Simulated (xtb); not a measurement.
xtb input for B(H)(vinyl)(OH) (C₂H₅BO), SMILES C=CBO, GFN2-xTB. 

```
$ xtb mol.xyz --gfn 2 --ohess tight --chrg 0 --uhf 0 --json
$ cat mol.xyz
9

B     -0.08280000     0.31240000     1.01050000
H     -0.73130000    -0.39870000     1.73850000
C      0.18970000     0.00210000    -0.49460000
C     -0.38640000    -1.03970000    -1.13390000
H      0.79830000     0.65640000    -1.08560000
H     -0.18880000    -1.20830000    -2.15630000
H     -1.01680000    -1.74030000    -0.62780000
O      0.43870000     1.42010000     1.64960000
H      0.96880000     1.98610000     1.05230000
```

Output:

```
[banner left out]
          |                Calculation Setup                |
           -------------------------------------------------



           -------------------------------------------------
          |                 G F N 2 - x T B                 |
           -------------------------------------------------

        Reference                      10.1021/acs.jctc.8b01176
      * Hamiltonian:
        H0-scaling (s, p, d)           1.850000    2.230000    2.230000
        zeta-weighting                 0.500000
      * Dispersion:
        s8                             2.700000
        a1                             0.520000
        a2                             5.000000
        s9                             5.000000
      * Repulsion:
        kExp                           1.500000    1.000000
        rExp                           1.000000
      * Coulomb:
        alpha                          2.000000
        third order                    shell-resolved
        anisotropic                    true
        a3                             3.000000
        a5                             4.000000
        cn-shift                       1.200000
        cn-exp                         4.000000
        max-rad                        5.000000


          ...................................................
          :                      SETUP                      :
          :.................................................:
          :  # basis functions                  21          :
          :  # atomic orbitals                  21          :
          :  # shells                           13          :
          :  # electrons                        22          :
          :  max. iterations                   250          :
          :  Hamiltonian                  GFN2-xTB          :
          :  restarted?                      false          :
          :  GBSA solvation                  false          :
          :  PC potential                    false          :
          :  electronic temp.          300.0000000     K    :
          :  accuracy                    1.0000000          :
          :  -> integral cutoff          0.2500000E+02      :
          :  -> integral neglect         0.1000000E-07      :
          :  -> SCF convergence          0.1000000E-05 Eh   :
          :  -> wf. convergence          0.1000000E-03 e    :
          :  Broyden damping             0.4000000          :
          :  net charge                          0          :
          :  unpaired electrons                  0          :
          ...................................................

 iter      E             dE          RMSdq      gap      omega  full diag
   1    -12.1434421 -0.121434E+02  0.790E+00    4.31       0.0  T
   2    -12.2532816 -0.109840E+00  0.512E+00    3.81       1.0  T
   3    -12.2545896 -0.130791E-02  0.243E+00    3.95       1.0  T
   4    -12.2700657 -0.154762E-01  0.750E-01    3.90       1.0  T
   5    -12.2720468 -0.198108E-02  0.422E-01    3.93       1.0  T
   6    -12.2734077 -0.136088E-02  0.231E-01    3.99       1.0  T
   7    -12.2738266 -0.418874E-03  0.462E-02    3.96       1.0  T
   8    -12.2738319 -0.529226E-05  0.143E-02    3.96       2.3  T
   9    -12.2738327 -0.818039E-06  0.110E-02    3.96       3.0  T
  10    -12.2738342 -0.152631E-05  0.102E-03    3.96      32.7  T
  11    -12.2738342  0.124573E-08  0.647E-04    3.96      51.6  T
  12    -12.2738342 -0.511972E-08  0.993E-05    3.96     335.7  T

   *** convergence criteria satisfied after 12 iterations ***

         #    Occupation            Energy/Eh            Energy/eV
      -------------------------------------------------------------
         1        2.0000           -0.6781715             -18.4540
       ...           ...                  ...                  ...
         5        2.0000           -0.5122048             -13.9378
         6        2.0000           -0.5003894             -13.6163
         7        2.0000           -0.4795780             -13.0500
         8        2.0000           -0.4556329             -12.3984
         9        2.0000           -0.4460222             -12.1369
        10        2.0000           -0.4139796             -11.2650
        11        2.0000           -0.4022207             -10.9450 (HOMO)
        12                         -0.2566402              -6.9835 (LUMO)
        13                         -0.1410653              -3.8386
        14                          0.0902170               2.4549
        15                          0.1595720               4.3422
        16                          0.1777440               4.8367
       ...                                ...                  ...
        21                          0.5548932              15.0994
      -------------------------------------------------------------
                  HL-Gap            0.1455804 Eh            3.9614 eV
[...]
     4   6 C    3.990 --     3 C    1.953     7 H    0.978     6 H    0.977
     5   1 H    1.000 --     3 C    0.969
     6   1 H    0.999 --     4 C    0.977
     7   1 H    0.999 --     4 C    0.978
     8   8 O    2.249 --     1 B    1.306     9 H    0.886
     9   1 H    0.911 --     8 O    0.886
 ---------------------------------------------------------------------------

Topologies differ in total number of bonds
Writing topology from bond orders to xtbtopo.mol

molecular dipole:
                 x           y           z       tot (Debye)
 q only:        0.229       0.211      -0.320
   full:        0.392       0.351      -0.578       1.987
molecular quadrupole (traceless):
                xx          xy          yy          xz          yz          zz
 q only:        0.962       1.813       2.382       0.512      -0.668      -3.344
  q+dip:        0.418       3.625       3.060      -0.119      -0.819      -3.478
   full:        1.430       2.366       3.129       0.624      -1.083      -4.559

           -------------------------------------------------
          |                Geometry Summary                 |
           -------------------------------------------------

      molecular mass/u    :       55.8716085
   center of mass at/Å    :        0.0629394       0.2279572       0.2957811
  moments of inertia/u·Å² :        0.1211593E+02   0.1246435E+03   0.1367515E+03
rotational constants/cm⁻¹ :        0.1391361E+01   0.1352468E+00   0.1232721E+00

 * 7 selected distances

     #   Z          #   Z                                           value/Å
     1   5 B        2   1 H                                       1.1727841
     3   6 C        4   6 C                                       1.3288383
     3   6 C        5   1 H                                       1.0884612
     4   6 C        6   1 H                                       1.0800783
     4   6 C        7   1 H                                       1.0780687
     1   5 B        8   8 O                                       1.3344060 (max)
Molecule has the following symmetry elements: (sigma)
It seems to be the Cs point group
     8   8 O        9   1 H                                       0.9593446 (min)

 * 5 distinct bonds (by element types)

   Z      Z             #   av. dist./Å        max./Å        min./Å
   1 H    5 B           1     1.1727841     1.1727841     1.1727841
   1 H    6 C           3     1.0822027     1.0884612     1.0780687
   6 C    6 C           1     1.3288383     1.3288383     1.3288383
   1 H    8 O           1     0.9593446     0.9593446     0.9593446
   5 B    8 O           1     1.3344060     1.3344060     1.3344060

           -------------------------------------------------
          |               Frequency Printout                |
           -------------------------------------------------
 projected vibrational frequencies (cm⁻¹)
eigval :       -0.00    -0.00     0.00     0.00     0.00     0.00
eigval :       89.23   254.28   431.85   448.05   699.04   835.86
eigval :      863.47   932.32   948.23  1041.18  1056.04  1122.31
eigval :     1274.28  1331.62  1417.50  1663.36  2626.16  2987.30
eigval :     3071.31  3106.65  3575.14
 reduced masses (amu)
   1: 11.47   2:  8.19   3:  9.18   4: 11.24   5: 11.40   6: 12.85   7:  8.82   8:  8.72
   9:  3.55  10: 10.18  11:  6.22  12:  2.91  13:  7.35  14:  3.97  15:  2.75  16:  1.85
  17:  3.85  18:  5.49  19:  6.83  20:  7.98  21:  2.62  22: 11.11  23:  1.80  24:  1.80
  25:  1.65  26:  1.96  27:  1.87
 IR intensities (km·mol⁻¹)
   1:  1.93   2:  6.31   3:  3.31   4:  1.02   5:  0.79   6:  1.10   7:  4.01   8:  4.94
   9: 24.44  10:  9.64  11:217.65  12:  1.74  13: 16.45  14: 16.19  15: 67.94  16: 13.88
  17:  1.23  18:159.68  19:168.21  20:226.26  21: 24.41  22: 35.50  23:140.01  24: 73.32
  25: 40.64  26: 46.78  27:  4.22
 Raman intensities (Ä⁴*amu⁻¹)
   1:  0.00   2:  0.00   3:  0.00   4:  0.00   5:  0.00   6:  0.00   7:  0.00   8:  0.00
   9:  0.00  10:  0.00  11:  0.00  12:  0.00  13:  0.00  14:  0.00  15:  0.00  16:  0.00
  17:  0.00  18:  0.00  19:  0.00  20:  0.00  21:  0.00  22:  0.00  23:  0.00  24:  0.00
  25:  0.00  26:  0.00  27:  0.00
 output can be read by thermo (or use thermo option).
 writing <g98.out> molden fake output.
 recommended (thermochemical) frequency scaling factor: 1.0
           -------------------------------------------------
          |             Thermodynamic Functions             |
           -------------------------------------------------

cs  symmetry found (for desy threshold:  0.10E+00) used in thermo

          ...................................................
          :                      SETUP                      :
          :.................................................:
          :  # frequencies                          21      :
          :  # imaginary freq.                       0      :
          :  linear?                             false      :
          :  only rotor calc.                    false      :
          :  symmetry                               cs      :
          :  rotational number                       1      :
          :  scaling factor                  1.0000000      :
          :  rotor cutoff                   50.0000000 cm⁻¹ :
          :  imag. cutoff                  -20.0000000 cm⁻¹ :
          :.................................................:

    mode    ω/cm⁻¹     T·S(HO)/kcal·mol⁻¹    T·S(FR)/kcal·mol⁻¹   T·S(vib)
   ------------------------------------------------------------------------
       1     89.23    -1.09626 ( 91.03%)    -0.88435 (  8.97%)    -1.07724
       2    254.28    -0.50707 ( 99.85%)    -0.57452 (  0.15%)    -0.50717
   ------------------------------------------------------------------------

   temp. (K)  partition function   enthalpy   heat capacity  entropy
                                   cal/mol     cal/K/mol   cal/K/mol   J/K/mol
 298.15  VIB   5.84                 1401.273     10.615      8.143
         ROT  0.347E+05              888.752      2.981     23.758
         INT  0.203E+06             2290.025     13.596     31.901
         TR   0.404E+27             1481.254      4.968     37.966
         TOT                        3771.2789    18.5641    69.8664   292.3209
Note: The following floating-point exceptions are signalling: IEEE_UNDERFLOW_FLAG IEEE_DENORMAL
normal termination of xtb

       T/K    H(0)-H(T)+PV         H(T)/Eh          T*S/Eh         G(T)/Eh
   ------------------------------------------------------------------------
    298.15    0.600992E-02    0.738428E-01    0.331958E-01    0.406470E-01
   ------------------------------------------------------------------------

         :::::::::::::::::::::::::::::::::::::::::::::::::::::
         ::                  THERMODYNAMIC                  ::
         :::::::::::::::::::::::::::::::::::::::::::::::::::::
         :: total free energy         -12.085806988899 Eh   ::
         ::.................................................::
         :: total energy              -12.126453974969 Eh   ::
         :: zero point energy           0.067832836677 Eh   ::
         :: G(RRHO) w/o ZPVE           -0.027185850606 Eh   ::
         :: G(RRHO) contrib.            0.040646986070 Eh   ::
         :::::::::::::::::::::::::::::::::::::::::::::::::::::

optimized geometry written to: xtbopt.xyz


           -------------------------------------------------
          | TOTAL ENERGY              -12.126453974969 Eh   |
          | TOTAL ENTHALPY            -12.052611222810 Eh   |
          | TOTAL FREE ENERGY         -12.085806988899 Eh   |
          | GRADIENT NORM               0.000243852294 Eh/α |
          | HOMO-LUMO GAP               4.052996186449 eV   |
           -------------------------------------------------

------------------------------------------------------------------------
------------------------------------------------------------------------
 total:
 SCF:
 ANC optimizer:
 analytical hessian:
```

Self-consistency was reached.

Cost: about 0.28 core-seconds (a rough figure).
